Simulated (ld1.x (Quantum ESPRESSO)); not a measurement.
# Ranking PAW potentials for Mn (Z = 25)

All share these settings but for the change named:

ld1.x (Quantum ESPRESSO) 7.5 input, shortened:

```
&input
   title='Mn', zed=25., rel=1, dft='BLYP', iswitch=3,
   config='[Ar] 3d5 4s2 4p0'
 /
 &inputp
   pseudotype=3, lpaw=.true., tm=.true., lloc=-1, rcloc=2.10,
   nlcc=.true., new_core_ps=.true., rcore=0.65,
   which_augfun='BESSEL', rmatch_augfun=1.15
 /
6
3S  1  0   2.00   0.00  1.15  1.45  0.0
4S  2  0   2.00   0.00  1.15  1.45  0.0
3P  2  1   6.00   0.00  1.25  1.30  0.0
4P  3  1   0.00   0.00  1.25  1.30  0.0
3D  3  2   5.00   0.00  1.60  2.15  0.0
3D  3  2   0.00   0.05  1.60  2.15  0.0
 &test
   configts(1)='3s2 3p6 3d5 4s2 4p0'
 /
```

Cutoff: the first of the cutoffs (Ry, on a coarse ladder) from which the occupation-weighted sum of valence levels, in a spherical-Bessel basis at the reference potential, stays within 10 and 1 mRy of its value at 400 Ry; the density cutoff is not measured.

The base gives 50 Ry.

Of 8 variants that were run, those that failed, showed a ghost or another fault, or gave nearly equal values are left out.

A variant can come out equal or close to the base.

Problem. Rank these variants from softest to hardest (loose cutoff).
A. all radii but the core radius scaled by about 1.22 (s 1.76, p 1.58, d 2.62 bohr, rcut 1.40/1.52/1.96); local potential all-electron potential smoothed inside 2.56 bohr (lloc = -1); augmentation BESSEL, radius 1.40 bohr
B. all radii but the core radius scaled by about 0.78 (s 1.14, p 1.02, d 1.68 bohr, rcut 0.90/0.98/1.26); local potential all-electron potential smoothed inside 1.64 bohr (lloc = -1); augmentation BESSEL, radius 0.90 bohr
C. all radii but the core radius scaled by about 0.87 (s 1.26, p 1.14, d 1.88 bohr, rcut 1.00/1.10/1.40); local potential all-electron potential smoothed inside 1.84 bohr (lloc = -1); augmentation BESSEL, radius 1.00 bohr
D. all radii but the core radius scaled by about 1.03 (s 1.50, p 1.34, d 2.22 bohr, rcut 1.18/1.28/1.64); local potential all-electron potential smoothed inside 2.16 bohr (lloc = -1); augmentation BESSEL, radius 1.18 bohr
E. all radii but the core radius scaled by about 1.39 (s 2.02, p 1.80, d 3.00 bohr, rcut 1.60/1.74/2.22); local potential all-electron potential smoothed inside 2.92 bohr (lloc = -1); augmentation BESSEL, radius 1.60 bohr

Solution. E (30 Ry), A (35 Ry), D (50 Ry), C (70 Ry), B (80 Ry).
